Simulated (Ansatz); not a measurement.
Start from `CC1BC1` and change one element to get `C[CH]1[CH2][AlH]1`.

Ansatz, PBE0-D4/def2-TZVP geometries, multiplicity 1. 

```
                                                                                  property  `CC1BC1`
ideal-gas entropy at 298 K and 1 bar (rigid rotor, harmonic PBE0-D4/def2-TZVP) / J/(mol·K)       291
                                            zero-point energy (PBE0-D4/def2-TZVP) / kJ/mol     240.7
                                          size of the dipole moment (B3LYP/def2-TZVPP) / D      0.29
                                                       HOMO–LUMO gap (PBE/def2-TZVPP) / eV      3.54
                                                      HOMO–LUMO gap (PBE0/def2-TZVPP) / eV      5.83
                                            size of the dipole moment (PBE/def2-TZVPP) / D      0.40
```

Problem. What does the change do to each property? (Best estimate.)

Solution. Ansatz gave: 
| property | `C[CH]1[CH2][AlH]1` | shift |
| --- | --- | --- |
| ideal-gas entropy at 298 K and 1 bar (rigid rotor, harmonic PBE0-D4/def2-TZVP) / J/(mol·K) | 310 | 19 |
| zero-point energy (PBE0-D4/def2-TZVP) / kJ/mol | 225.9 | -14.8 |
| size of the dipole moment (B3LYP/def2-TZVPP) / D | 0.81 | 0.52 |
| HOMO–LUMO gap (PBE/def2-TZVPP) / eV | 2.58 | -0.96 |
| HOMO–LUMO gap (PBE0/def2-TZVPP) / eV | 4.41 | -1.42 |
| size of the dipole moment (PBE/def2-TZVPP) / D | 0.60 | 0.20 |

Dipoles are sizes alone; their direction can turn.

B3LYP here is the variant with VWN-RPA as its local correlation; programs differ in this.
